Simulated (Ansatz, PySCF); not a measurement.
Gas-phase reaction (SMILES): [NH2][AlH][NH2] + Cl (HCl) -> [NH2][Al]([NH2])[Cl] + [H][H] (H2); hydrogen chloride cleaves one Al-H bond, a model of a ligand-exchange step.

Structures are relaxed separately at B3LYP-D3(BJ)/def2-TZVP in Ansatz (an electronic-structure program), one conformer each, not searched for the lowest. Cores are frozen in the correlated levels unless marked. No spin-orbit coupling. Non-relativistic. Basis-set limits of correlation are two-point, X^-3; Hartree-Fock from the larger set. Thermal terms are rigid-rotor harmonic-oscillator values from B3LYP-D3(BJ) frequencies (Ansatz or PySCF) at 298.15 K and 1 atm. 1 Eh = 627.5095 kcal/mol.

```tsv
species	E, CCSD(T)/CBS(aug-cc-pV(T+d)Z,aug-cc-pV(Q+d)Z) (Ansatz) (Eh)	E, PBE-D3(BJ)/def2-TZVPD (Ansatz + dftd3) (Eh)	H - E (Eh)
[NH2][AlH][NH2]	-354.49447	-354.79650	0.06415
Cl (HCl)	-460.37804	-460.62865	0.01000
[NH2][Al]([NH2])[Cl]	-813.75592	-814.31255	0.06019
[H][H] (H2)	-1.17444	-1.16598	0.01336
```

Work out ΔE and ΔH at 298.15 K at the first level, then ΔH at the second.


1. ΔE = [(-813.75592) + (-1.17444)] - [(-354.49447) + (-460.37804)] = -0.05785 Eh = -36.3 kcal/mol at CCSD(T)/CBS(aug-cc-pV(T+d)Z,aug-cc-pV(Q+d)Z).
2. The terms H - E add up to -0.00060 Eh, so ΔH = (-0.05785 + (-0.00060))×627.5095 = -36.7 kcal/mol.
3. At PBE-D3(BJ)/def2-TZVPD the same steps give ΔE = -33.5 and ΔH = -33.9 kcal/mol, a shift of +2.8 from the first level.
4. These values are not checked against measurement here, since the tables used lack a sound gas-phase enthalpy of formation for at least one species.
